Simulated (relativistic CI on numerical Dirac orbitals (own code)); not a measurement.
**Hyperfine structure of Si8+, mass number 29**

Method of calculation: Dirac-Coulomb-Breit CI, separate exchange-only KLI orbitals for each configuration, QED by a radiative potential, unscaled Slater integrals (own radial code, finite nucleus).

Configurations in the expansion (outside the closed core 1s2): 2s2 2p2, 2s 2p3, 2p4, 2s2 2p 3s, 2p3 3s, 2s2 2p 3p, 2p3 3p, 2p3 3d, 2s2 2p 3d, 2s 2p2 3s, 2s 2p2 3p, 2s 2p2 3d, 2s2 2p 4s, 2s2 2p 4p, 2s2 2p 4d, 2s2 2p 4f. Levels of other configurations are missing.

Nuclear spin I = 1/2, μ = -0.55505 μN (tables of Stone and Pyykkö). The electronic factors are computed for point nuclear moments, without core polarisation or the Bohr-Weisskopf and QED corrections.

| Level | E (cm⁻¹) | A (MHz) |
| --- | --- | --- |
| 2s2 2p2 3P_1 | 2519 | -213.2 |
| 2s2 2p2 3P_2 | 6369 | -4786 |
| 2s2 2p2 1D_2 | 55826 | -6899 |
| 2s 2p3 5S°_2 | 142232 | -16860 |
| 2s 2p3 3D°_3 | 294667 | -16760 |
| 2s 2p3 3D°_2 | 294748 | -9793 |
| 2s 2p3 3D°_1 | 294901 | 11170 |
| 2s 2p3 3P°_1 | 347309 | -23710 |

Levels with J = 0, under 50 % of one LS term, or S terms without an open s electron are left out. Small factors come from cancelling terms and can be off by tens of per cent or more.

At this charge configurations can still be misplaced by up to about 7 % of their energy.

Task: Give the hyperfine levels of 2s2 2p2 3P_2 relative to its centre of gravity.

Result: With K = F(F + 1) − I(I + 1) − J(J + 1), E = AK/2: F = 3/2: 7178, F = 5/2: -4786 MHz.
